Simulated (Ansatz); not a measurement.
Ansatz (an electronic-structure program) input (PBE0/def2-SVP):

Ansatz 0.2 input:
```yaml
crystal:
  periodic: [false, false, false]
  atoms:
    - {symbol: C, position_ang: [1.64306245, -0.87636580, -0.83614023]}
    - {symbol: Si, position_ang: [0.45000509, 0.30914126, -0.07594904]}
    - {symbol: F, position_ang: [0.33386076, 1.57114604, -1.05577744]}
    - {symbol: Cl, position_ang: [1.16977152, 1.05421880, 1.70734240]}
    - {symbol: N, position_ang: [-1.08208483, -0.36501533, 0.24675530]}
    - {symbol: Si, position_ang: [-2.04839174, -1.42735114, -0.72909391]}
    - {symbol: H, position_ang: [1.26538903, -1.24390709, -1.79192729]}
    - {symbol: H, position_ang: [2.60021204, -0.38503911, -1.01536395]}
    - {symbol: H, position_ang: [1.80883506, -1.73022815, -0.17843594]}
    - {symbol: H, position_ang: [-1.52027698, -0.02281390, 1.09214610]}
    - {symbol: H, position_ang: [-1.27939750, -1.70272788, -1.96153939]}
    - {symbol: H, position_ang: [-2.32555489, -2.70261340, -0.02684791]}
    - {symbol: H, position_ang: [-3.34643697, -0.80646393, -1.08069994]}
basis:
  gaussian:
    orbitals: def2-SVP
hamiltonian:
  xc: {name: PBE0}
```

End of the output:

```
integrals: 0.10 GiB planned
1268 factors; integrals over basis functions are off by at most 1.1e-3 eV
0.17 GiB of the device are held for the grids
0.63 GiB of device memory are held for the factors and their scratch space
mean field: 0.30 GiB planned
mean field evaluation 1: about -33602.7861 eV, gradient 6.5e1 eV
mean field evaluation 2: about -33597.3383 eV, gradient 8.0e1 eV
mean field evaluation 4: about -33611.3030 eV, gradient 3.0e0 eV
mean field evaluation 8: about -33611.4243 eV, gradient 2.7e-1 eV
mean field evaluation 16: about -33611.4245 eV, gradient 2.3e-5 eV
mean field -33611.42445451 eV, -1235.1970660614 hartree, gradient 2.3e-5 eV, S^2 0.000000; 0 other end points of the search recorded, 0 dependent functions left out
reference -33611.42448511 eV, -1235.1970671860 hartree; 37, 37 occupied and 94, 94 virtual orbitals, 1268 factors
Total energy: -33611.42448511 eV, -1235.1970671860 hartree
```
